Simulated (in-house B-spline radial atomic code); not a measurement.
**Ionising the lead ion Pb⁶⁺ with different functionals**

Computed with an all-electron radial atomic-structure program (B-spline basis): four-component Dirac-Coulomb Hamiltonian, Fermi nucleus of rms radius 5.5012 fm, spin-restricted, spherical fractional occupations for the functionals. The ionisation energy is the difference of two self-consistent energies, [Xe] 4f14 5d8 → [Xe] 4f14 5d7, without Breit or QED terms; ε is the level of the shell that loses the electron (mean over j). The electron is taken from both j subshells in proportion to 2j + 1, so the result is a j average, not the step between ground levels.

Hybrids are left out here: with spherical fractional occupations of an open shell their exact exchange keeps a self-interaction that integer-occupation calculations don't have.

```csv
method,rung,ΔSCF (eV),-ε(5d) (eV)
LDA VWN5,LDA,104.38,95.48
relativistic LDA,LDA,104.37,95.48
LDA PW92,LDA,?,?
LDA exchange-only,LDA,102.50,93.62
PBE,GGA,104.10,95.20
PBEsol,GGA,104.12,95.22
BLYP,GGA,103.88,94.99
RPBE,GGA,104.04,95.14
PW91,GGA,104.19,95.29
BP86,GGA,104.18,95.29
AM05,GGA,?,?
OLYP,GGA,104.49,95.56
```

Task: What does LDA PW92 give?

Result: ΔSCF 104.37 eV, and -ε(5d) = 95.47 eV.

Task: What does AM05 give?

Result: ΔSCF 104.15 eV, and -ε(5d) = 95.25 eV.

Task: How do they compare with the NIST value?

Result: NIST lists 100 eV ± 2 (tabulated theory, ground level to ground level). Errors run from +2.40 to +4.39 eV. The correlated functionals all miss on the same side by more than they spread, so the cause is common to them (Breit-QED terms, spin polarisation, the choice among j levels, multiplet and fine-structure energies, or a listed next ion that isn't the cheapest removal here) and closeness doesn't rank the functionals.
